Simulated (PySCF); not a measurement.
## Relaxation of triplet Sn2Se

These are results of PySCF, UPBE0, basis Se def2-SVP, Sn def2-SVP with ECP28 (scalar-relativistic core potentials, no spin–orbit coupling, density fitting), not measurements. A (50,194) grid was used.

A start displaced from a saddle point along its imaginary mode, of Cs symmetry, held to at least that symmetry:

```xyz
3
charge 0 multiplicity 3, angstrom
Se   -0.1200    0.0000   -1.4311
Sn    1.7386    0.0000    0.5219
Sn   -1.6587    0.0000    0.4320
```

Problem. What forces act on the atoms at the start (eV/Å)?

Solution. 
| atom | Fx | Fy | Fz |
| --- | --- | --- | --- |
| Se1 | 0.27 | 0.00 | -0.84 |
| Sn2 | -0.20 | 0.00 | 0.22 |
| Sn3 | -0.07 | 0.00 | 0.62 |

Problem. What does it relax to?

Solution. It ends at C2v with Se–Sn 2.619 Å (×2), Sn–Sn 2.863 Å; Se–Sn–Sn 56.9° (×2), Sn–Se–Sn 66.3° (after a last refinement on a finer grid). A frequency run shows a minimum. Other isomers or separated fragments may lie lower.

Problem. How much energy is released, and in how many steps?

Solution. 26.0 kJ/mol in 11 steps.

At this level a singlet minimum of C2v symmetry lies 64 kJ/mol below this structure. No spin–orbit coupling is included, which matters more the heavier the element.

The relaxation took about 110 core-seconds on a shared host.
